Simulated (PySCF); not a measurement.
Structure from NMR data

The spectra below were simulated for a compound C6H5FSi.

1H NMR (600 MHz, computed): δ 5.18 (m, 1H), 3.59 (m, 1H), 2.25 (m, 1H), 1.86 (d, 1H), 1.38 (d, 1H).

13C{1H} NMR (computed): δ 105.4 (CH), 86.2 (C), 86.2 (CH), 80.9 (C), 73.1 (CH), 13.8 (CH).

Non-relativistic Hamiltonian, single conformer, no solvent model. Geometry: GFN2-xTB; shieldings: GIAO PBE0/pcSseg-1; PySCF.

References, each an isolated molecule treated in the same way: 1H and 13C against TMS.

Task: Which candidate is it?
A. C#C[Si@@H]1C=CC=C1F
B. C#C/C=C(\C#C)[SiH2]F
C. C#CC1=CC=C(F)[SiH2]1
D. C#C[C@@H]1[C@@H](F)[Si@H]1C#C

Result: D. 

The formula gives 5 degrees of unsaturation (1 ring in the answer). 6 carbon signals for 6 carbons: no two carbons are equivalent. Carbon types of the structure: 2 × C, 4 × CH, leaving 1 H on heteroatoms. δC 105.4, 73.1: terminal alkyne carbon. δC 86.2, 80.9: alkyne carbon; the triple bond shields along its axis, which puts it between sp3 and sp2 carbons. δC 86.2, 13.8: three-membered-ring carbon. δH 5.18, 2.25: hydrogen on a three-membered-ring carbon. δH 1.86, 1.38: hydrogen on a terminal alkyne carbon; it lies on the axis of the triple bond, in its shielding cone.

The others: C#C[Si@@H]1C=CC=C1F has carbons computed at 187.8, 155.3, 130.6, 122.1, 105.5, 82.1; C#C/C=C(\C#C)[SiH2]F would give 4 signals for carbon-bound and other non-exchanging H, not 5; C#CC1=CC=C(F)[SiH2]1 would give 4 signals for carbon-bound and other non-exchanging H, not 5.

Splittings by 19F in the carbon and heteronuclear signals aren't shown, as no couplings were computed. Shifts are as computed. Against solution values, carbons near 30 ppm lie about +3 ppm off and those near 130 ppm about +5 ppm. Of 1211 compounds with measured shifts, 218 miss one by over three times the rms of a fit or turn the order of signals round; such compounds aren't used in these exercises. Multiplicities follow the n + 1 count of equivalent neighbours, as no J values were calculated; m marks all less simple cases, F and P coupling included.
